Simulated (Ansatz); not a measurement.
Cost and result for the atomization energy of `[OH][SbH][NH][SiH3]` (10 atoms, 9 bonds).

Cartesian coordinates in Å:
```
O 0.828 -1.436 1.669
Sb -0.979 -1.408 0.875
N -0.942 0.411 0.010
Si 0.280 1.050 -1.031
H 0.805 -1.217 2.604
H -0.352 -2.173 -0.520
H -1.547 1.077 0.469
H 0.839 -0.087 -1.804
H -0.326 2.049 -1.956
H 1.394 1.733 -0.316
```

Total charge 0; spin multiplicity 1. Correlated methods include outer-core shells of Sb, which these sets cover unevenly. Sb: def2 effective core potential. The structure was optimised at the PBE0-D4/def2-TZVP level. It is one conformer, not always the lowest. Program: Ansatz. All runs use 4 threads of an Arm Neoverse N1 on a shared host. Times are those of one run each, without the atoms' runs, and a repeat can differ threefold. Electronic energies, without spin–orbit coupling; frozen cores. CCSD(T)/CBS adds CCSD(T) − MP2 in def2-TZVPP to the MP2 limit, and its time is that of the two runs behind it. T1 = 0.014. With those shells the extrapolation isn't a true limit. B3LYP takes the VWN-RPA correlation (the form of Gaussian; ORCA's B3LYP/G).

CCSD(T)/CBS is a level of theory with its own doubt, some kJ/mol a heavy atom from the limit and from the frozen cores, so smaller differences don't rank the functionals.

```
                             level  functions  wall time  atomization (kcal/mol)  difference from CCSD(T)/CBS  per bond
   PBE-D4/def2-TZVPP (with forces)        238        4 s                   729.2                          1.8       0.2
                PBE0-D4/def2-TZVPP        238      4.9 s                   710.4                        -17.0      -1.9
 B3LYP-D4/def2-TZVPP (with forces)        238      7.5 s                   726.1                         -1.3      -0.1
r2SCAN-D4/def2-TZVPP (with forces)        238        8 s                   717.0                        -10.4      -1.2
                 B2PLYP/def2-TZVPP        238      9.5 s                   712.9                        -14.5      -1.6
                ωB97X-V/def2-TZVPP        238       13 s                   730.8                          3.4       0.4
  ωB97M-V/def2-TZVPP (with forces)        238       19 s                   723.3                         -4.1      -0.4
                    MP2/def2-QZVPP        446       30 s                   718.3                         -9.1      -1.0
                CCSD(T)/def2-TZVPP        238    4.9 min                   698.9                        -28.5      -3.2
                 CCSD(T)/CBS(def2)          –    5.4 min                   727.4                          0.0       0.0
```

From PBE to PBE0 (25 % exact exchange), in def2-TZVPP and without D4, the atomization energy moves by −17.9 kcal/mol: exact exchange takes away binding that semilocal exchange gives to molecules. In def2-TZVPP, CCSD(T) changes the Hartree–Fock value by +224.3 kcal/mol (the triples alone add +12.7 kcal/mol) and MP2 by +226.2 kcal/mol; breaking electron pairs costs correlation energy, which Hartree–Fock lacks. The D4 term adds +9.2 kcal/mol with B3LYP and +4.8 kcal/mol with PBE0; it sums over pairs of atoms, weighted by their polarisabilities, and B3LYP, whose exchange is more repulsive, gets the larger term.
